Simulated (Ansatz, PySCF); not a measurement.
This Ansatz (an electronic-structure program) input computes a SVWN5/def2-TZVPD energy:

Ansatz 0.2 input:
```yaml
crystal:
  periodic: [false, false, false]
  atoms:
    - {symbol: B, position_ang: [0.86898149, -0.01908620, 0.04804700]}
    - {symbol: C, position_ang: [-0.68042635, 0.03011614, -0.00855566]}
    - {symbol: H, position_ang: [1.43617382, -0.96026324, 0.51593106]}
    - {symbol: H, position_ang: [1.52837762, 0.85392089, -0.43100645]}
    - {symbol: H, position_ang: [-1.10901199, 1.03181344, -0.06663557]}
    - {symbol: H, position_ang: [-0.92833931, -0.45791073, -0.96767820]}
    - {symbol: H, position_ang: [-1.18954946, -0.55282617, 0.76048813]}
basis:
  gaussian:
    orbitals: def2-TZVPD
hamiltonian:
  xc: {name: SVWN5}
output: {forces: true}
```

**Question.** Write an input for the same energy in PySCF and say what it gives.

**Answer.** 
```python
from pyscf import gto, scf, dft

mol = gto.M(
    atom='''
    B     0.86898149   -0.01908620    0.04804700
    C    -0.68042635    0.03011614   -0.00855566
    H     1.43617382   -0.96026324    0.51593106
    H     1.52837762    0.85392089   -0.43100645
    H    -1.10901199    1.03181344   -0.06663557
    H    -0.92833931   -0.45791073   -0.96767820
    H    -1.18954946   -0.55282617    0.76048813
    ''',
    basis='def2-tzvpd',
    charge=0,
    spin=0,
    verbose=4,
)

mf = dft.RKS(mol, xc='svwn').density_fit(auxbasis='def2-universal-jkfit')
mf.grids.level = 3
mf.conv_tol = 1e-9
mf.max_cycle = 100
mf.max_memory = 1500
mf.kernel()
if not mf.converged:
    mf = mf.newton()
    mf.kernel(mf.make_rdm1())
mf.analyze()
```
It gives -65.25333 Eh, and Ansatz -65.25327 Eh, a difference of 0.06 mEh, from the treatment of integrals and grids.
